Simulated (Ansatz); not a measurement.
Job for Ansatz (a quantum-chemistry and plane-wave program): R-CCSD(T)/aug-cc-pVDZ on C2H6 (a complex).

Ansatz 0.2 input:
```yaml
crystal:
  periodic: [false, false, false]
  atoms:
    - {symbol: C, position_ang: [0.40942645, 0.55153586, -0.32883006]}
    - {symbol: C, position_ang: [-0.13505697, -0.61369184, -0.01149816]}
    - {symbol: H, position_ang: [1.48203390, 0.70262540, -0.31143485]}
    - {symbol: H, position_ang: [-0.19496967, 1.40264911, -0.61852531]}
    - {symbol: H, position_ang: [-1.20767617, -0.76484229, -0.02834837]}
    - {symbol: H, position_ang: [0.46917994, -1.46471260, 0.27883128]}
    - {symbol: H, position_ang: [-0.34412109, 0.11184347, 2.94464771]}
    - {symbol: H, position_ang: [-0.48072203, 0.07509845, 3.67589353]}
basis:
  gaussian:
    orbitals: aug-cc-pVDZ
magnetization: {spin_polarized: false}
correlation: {method: ccsd_t, electrons: outside_noble_gas}
scf: {lower_state_search: off}
```

Question: Give the final energy of this run.

Answer: -79.5338 hartree (reference determinant -79.1723, T1 diagnostic 0.009).
